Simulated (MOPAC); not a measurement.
MOPAC input (PM7):

```
PM7 PRECISE GNORM=0.05 LET XYZ GEO-OK AUX(PRECISION=9) THREADS=1
C4H10Se2

C     2.15572700 1   -0.44303300 1   -1.27070000 1
Se    1.54302400 1    0.87048800 1    0.04897800 1
C    -0.39046200 1    0.67783800 1   -0.27006800 1
C    -1.12693600 1    1.84770100 1    0.35602100 1
Se   -0.98205800 1   -1.07277000 1    0.43716800 1
C    -2.70128100 1   -1.17279800 1   -0.51252200 1
H     1.91516800 1   -0.10327900 1   -2.27549300 1
H     1.68963400 1   -1.40342700 1   -1.06673300 1
H     3.23483700 1   -0.52004000 1   -1.15723100 1
H    -0.53693300 1    0.64979300 1   -1.34883600 1
H    -2.20349100 1    1.74496200 1    0.21071000 1
H    -0.93912500 1    1.89808900 1    1.42902700 1
H    -0.80974500 1    2.78903100 1   -0.09904100 1
H    -3.37582900 1   -0.38926900 1   -0.17585500 1
H    -3.13049800 1   -2.14430700 1   -0.27572900 1
H    -2.53913400 1   -1.10220300 1   -1.58617900 1
```

Output:

```
 *******************************************************************************
 **                                                                           **
 **                              MOPAC v23.2.5                                **
 **                                                                           **
 *******************************************************************************
 ** MOPAC's Digital Object Identifier: https://doi.org/10.5281/zenodo.6511958 **
 **                                                                           **
 ** Please cite the open-source release paper for use of this MOPAC version:  **
 ** J. E. Moussa and J. J. P. Stewart (2026)                                  **
 ** MOPAC: An open-source semiempirical molecular orbital program             **
 ** J. Open Source Softw., 11(119), 8025, https://doi.org/10.21105/joss.08025 **
 *******************************************************************************

                              PM7 CALCULATION RESULTS

 *******************************************************************************
 *  PM7        - The PM7 Hamiltonian to be used
 *  GEO-OK     - OVERRIDE INTERATOMIC DISTANCE AND OTHER SAFETY CHECKS
 *  LET        - OVERRIDE SOME SAFETY CHECKS
 *  PRECISE    - TIGHTER CRITERIA TO BE USED
 *  XYZ        - CARTESIAN COORDINATE SYSTEM TO BE USED
 *  GNORM      - EXIT WHEN GRADIENT NORM DROPS BELOW 0.050
 *  AUX        - OUTPUT AUXILIARY INFORMATION
 *******************************************************************************
PM7 PRECISE GNORM=0.05 LET XYZ GEO-OK AUX(PRECISION=9) THREADS=1
 C4H10Se2

   ATOM   CHEMICAL          X               Y               Z
  NUMBER   SYMBOL      (ANGSTROMS)     (ANGSTROMS)     (ANGSTROMS)

     1       C          2.15572700  *  -0.44303300  *  -1.27070000  *
     2      Se          1.54302400  *   0.87048800  *   0.04897800  *
     3       C         -0.39046200  *   0.67783800  *  -0.27006800  *
     4       C         -1.12693600  *   1.84770100  *   0.35602100  *
     5      Se         -0.98205800  *  -1.07277000  *   0.43716800  *
     6       C         -2.70128100  *  -1.17279800  *  -0.51252200  *
     7       H          1.91516800  *  -0.10327900  *  -2.27549300  *
     8       H          1.68963400  *  -1.40342700  *  -1.06673300  *
     9       H          3.23483700  *  -0.52004000  *  -1.15723100  *
    10       H         -0.53693300  *   0.64979300  *  -1.34883600  *
    11       H         -2.20349100  *   1.74496200  *   0.21071000  *
    12       H         -0.93912500  *   1.89808900  *   1.42902700  *
    13       H         -0.80974500  *   2.78903100  *  -0.09904100  *
    14       H         -3.37582900  *  -0.38926900  *  -0.17585500  *
    15       H         -3.13049800  *  -2.14430700  *  -0.27572900  *
    16       H         -2.53913400  *  -1.10220300  *  -1.58617900  *

          CARTESIAN COORDINATES

    NO.       ATOM           X           Y           Z

     1         C          2.1557     -0.4430     -1.2707
     2        Se          1.5430      0.8705      0.0490
     3         C         -0.3905      0.6778     -0.2701
     4         C         -1.1269      1.8477      0.3560
     5        Se         -0.9821     -1.0728      0.4372
     6         C         -2.7013     -1.1728     -0.5125
     7         H          1.9152     -0.1033     -2.2755
     8         H          1.6896     -1.4034     -1.0667
     9         H          3.2348     -0.5200     -1.1572
[...]
  NUMBER   SYMBOL      (ANGSTROMS)     (ANGSTROMS)     (ANGSTROMS)

     1       C          2.13864173  *  -0.47117316  *  -1.25681871  *
     2      Se          1.54676811  *   0.93074985  *  -0.04798264  *
     3       C         -0.40691013  *   0.67598753  *  -0.23292036  *
     4       C         -1.05395310  *   1.83190792  *   0.47336099  *
     5      Se         -1.06604533  *  -1.04715275  *   0.49432154  *
     6       C         -2.64198691  *  -1.24109323  *  -0.63082477  *
     7       H          1.87613481  *  -0.22593230  *  -2.27769923  *
     8       H          1.69456423  *  -1.42006127  *  -0.97408605  *
     9       H          3.21719805  *  -0.52005403  *  -1.14867373  *
    10       H         -0.61569476  *   0.64961453  *  -1.30301023  *
    11       H         -2.14968171  *   1.81213160  *   0.37666871  *
    12       H         -0.83409448  *   1.83875441  *   1.55155525  *
    13       H         -0.72294760  *   2.80162754  *   0.07019118  *
    14       H         -3.28254018  *  -0.37370266  *  -0.53601261  *
    15       H         -3.15538540  *  -2.12344689  *  -0.26106151  *
    16       H         -2.35330294  *  -1.38589153  *  -1.66372938  *

                             CARTESIAN COORDINATES

   1    C        2.138641730    -0.471173165    -1.256818715
   2   Se        1.546768111     0.930749851    -0.047982644
   3    C       -0.406910126     0.675987527    -0.232920362
   4    C       -1.053953101     1.831907917     0.473360986
   5   Se       -1.066045328    -1.047152754     0.494321537
   6    C       -2.641986908    -1.241093234    -0.630824766
   7    H        1.876134809    -0.225932297    -2.277699235
   8    H        1.694564233    -1.420061269    -0.974086046
   9    H        3.217198047    -0.520054028    -1.148673727
  10    H       -0.615694764     0.649614529    -1.303010226
  11    H       -2.149681706     1.812131598     0.376668710
  12    H       -0.834094481     1.838754414     1.551555247
  13    H       -0.722947598     2.801627544     0.070191176
  14    H       -3.282540175    -0.373702660    -0.536012613
  15    H       -3.155385405    -2.123446891    -0.261061509
  16    H       -2.353302939    -1.385891530    -1.663729380

           Empirical Formula: C4 H10 Se2  =    16 atoms

      MOLECULAR POINT GROUP   :   C1

                  EIGENVALUES
 -27.52642 -25.48019 -25.22387 -22.11534 -21.56500 -19.35137 -15.23873 -14.94712
 -14.55377 -14.34336 -14.26205 -13.94785 -13.28214 -11.62874 -10.84385 -10.14301
  -9.80543  -8.00744  -7.80988   0.02904   0.13489   0.57921   0.68490   4.18547
   5.45033   5.53462   5.57945   5.60511   5.62603   5.67089   5.87152   6.70710
   6.76700   6.80639

              NET ATOMIC CHARGES AND DIPOLE CONTRIBUTIONS

  ATOM NO.   TYPE          CHARGE      No. of ELECS.   s-Pop       p-Pop
    1          C          -0.578008        4.5780     1.06680     3.51121
    2         Se           0.170924        5.8291     1.94910     3.87998
    3          C          -0.335363        4.3354     1.10451     3.23085
    4          C          -0.436976        4.4370     1.04779     3.38919
    5         Se           0.146621        5.8534     1.95029     3.90309
    6          C          -0.580982        4.5810     1.06678     3.51420
    7          H           0.160690        0.8393     0.83931
    8          H           0.171598        0.8284     0.82840
    9          H           0.167361        0.8326     0.83264
   10          H           0.154226        0.8458     0.84577
   11          H           0.152963        0.8470     0.84704
   12          H           0.159668        0.8403     0.84033
   13          H           0.154449        0.8456     0.84555
   14          H           0.161762        0.8382     0.83824
   15          H           0.170269        0.8297     0.82973
   16          H           0.160798        0.8392     0.83920
 DIPOLE           X         Y         Z       TOTAL
 POINT-CHG.     0.093     0.305     0.094     0.333
 HYBRID        -0.907    -0.050    -1.276     1.567
 SUM           -0.814     0.255    -1.182     1.458

          ATOMIC ORBITAL ELECTRON POPULATIONS

     Atom    s        px        py        pz
    1  C   1.06680   1.18879   1.16025   1.16217
    2 Se   1.94910   0.92294   1.39253   1.56451
    3  C   1.10451   1.05872   1.04023   1.13190
    4  C   1.04779   1.15063   1.08446   1.15410
    5 Se   1.95029   1.23074   1.20935   1.46300
    6  C   1.06678   1.15015   1.19558   1.16847
    7  H   0.83931
    8  H   0.82840
    9  H   0.83264
   10  H   0.84577
   11  H   0.84704
   12  H   0.84033
   13  H   0.84555
   14  H   0.83824
   15  H   0.82973
   16  H   0.83920

 **********************
 *                    *
 * JOB ENDED NORMALLY *
 *                    *
 **********************

 == MOPAC DONE ==
```

The geometry given is a B3LYP-D3(BJ)/def2-TZVP minimum.
